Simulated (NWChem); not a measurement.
Molecule: GeHF3; SMILES [F][GeH]([F])[F]

All runs: NWChem. Structure relaxed at the PBE0/def2-SVP level. Ions are spin-unrestricted doublets at the neutral geometry; other ion states weren't tried.

For level CAM-B3LYP/def2-SVP:

```yaml
"−ε(HOMO) (eV)": 12.63
```

What are these values for level PBE/def2-SVP?


| Property | Value |
|---|---|
| −ε(HOMO) (eV) | 9.33 |
